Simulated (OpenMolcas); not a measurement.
Te⁵⁺: CASPT2 settings compared

```
Program             : OpenMolcas 26.06
Basis               : ANO-R1 [6s5p3d1f]
Scalar Hamiltonian  : X2C, finite nucleus
Active space        : 1 electron in 8 orbitals (5s 5p 6s 6p)
State averaging     : 2S+1 = 2 even, 1 root; 2S+1 = 2 odd, 3 roots
Spin-orbit coupling : RASSI with atomic mean-field integrals over the reference wave functions, term energies averaged over their components
```

Methods on the same reference wave functions:
A. CASSCF
B. SS-CASPT2, IPEA 0.35 Eh, sigma1 regulariser 0.05 Eh (closed shells correlated: 4d)
C. SS-CASPT2, IPEA 0.6 Eh, sigma2 regulariser 0.1 Eh (closed shells correlated: 4s 4p 4d)
D. XMS-CASPT2, IPEA 0.6 Eh, imaginary shift 0.25 Eh (closed shells correlated: 4d)

Energies in cm-1 above 5s 2S 1/2, the measured ground level; measured values from the list in Rauch et al., Astron. Astrophys. 606, A105 (2017).

```json
{"Level": "5s 2S 1/2", "A": "0.0", "B": "0.0", "C": "0.0", "D": "0.0", "Measured": "0.0"}
{"Level": "5p 2P* 1/2", "A": "85657", "B": "86799", "C": "87038", "D": "86371", "Measured": "93335"}
{"Level": "5p 2P* 3/2", "A": "96294", "B": "97436", "C": "97675", "D": "97008", "Measured": "105150"}
```

Deviations, from unrounded energies. A percentage is the sum of absolute deviations over the sum of measured energies, with the sign that they share, or ± where signs differ.

| Against measurement | Levels | A | B | C | D |
| --- | --- | --- | --- | --- | --- |
| mean absolute deviation (cm-1) | 2 | 8300 | 7100 | 6900 | 7600 |
| other configurations (%) | 2 | -8.3 | -7.2 | -6.9 | -7.6 |

B, C lie about equally close to measurement and A furthest from it. The largest miss of C in the table is 5p 2P* 3/2, by -7500 cm-1. The ranking rests on the paired levels alone, and a cruder setting can come out closer through cancelling errors.

Among B to D the level of the table that moves most is 5p 2P* 1/2, by 670 cm-1 (lowest in D, highest in C).

The lowest spin-free term lies below A's lowest term by 0.288 hartree in B, 0.342 hartree in C, 0.288 hartree in D.

With one active electron outside closed inactive shells, the extra shells (6p 6s) add no correlation to the reference. The basis is small and was not contracted for so high a charge. With one active electron the reference holds no correlation, so core polarisation is missing (holds for A). With one active electron, CASPT2 adds the correlation within the correlated inactive shells and between them and that electron, and leaves the splitting within a term as the reference gives it (holds for B; C; D). Computed and measured levels are paired by configuration, term and J; levels that our copy of the source lacks, or whose pairing is in doubt (as where it misses far off the trend of its configuration), stay unpaired and out of the deviations. Levels of configurations outside the active space are missing.

* marks odd parity.
